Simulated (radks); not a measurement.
Results of a calculation; reference values are marked as such.
Task: Ionisation of neutral platinum, [Xe] 4f14 5d9 6s1, to Pt+, [Xe] 4f14 5d9, under several functionals. Scalar-relativistic Kohn-Sham, spin-polarised, spherical densities, finite nucleus; open shells are filled with parallel spins first (spin-orbit coupling, left out, can overturn this in heavy ions); a radial shooting solver on a logarithmic mesh with Libxc functionals. The NIST Atomic Spectra Database gives 8.959 eV (measured). Rank these functionals by the error of their Delta-SCF ionisation energy: exchange-only B88; exchange-only PBE; BP86; LDA (Slater exchange, VWN5 correlation); Wu-Cohen GGA; LDA (Slater exchange, Perdew-Wang correlation); PBE; OLYP; XLYP; BLYP; B86b exchange with PBE correlation; RPBE.

Result: From best to worst: exchange-only PBE 8.911 eV (-0.048); exchange-only B88 8.895 eV (-0.064); OLYP 9.175 eV (+0.216); RPBE 9.395 eV (+0.436); BLYP 9.481 eV (+0.522); XLYP 9.507 eV (+0.548); PBE 9.508 eV (+0.549); B86b exchange with PBE correlation 9.530 eV (+0.571); Wu-Cohen GGA 9.564 eV (+0.605); BP86 9.678 eV (+0.719); LDA (Slater exchange, Perdew-Wang correlation) 9.799 eV (+0.841); LDA (Slater exchange, VWN5 correlation) 9.805 eV (+0.846). Open shells are spherical and high-spin; term and fine-structure splittings are not resolved. Spin-orbit splitting is averaged out at the scalar-relativistic level.
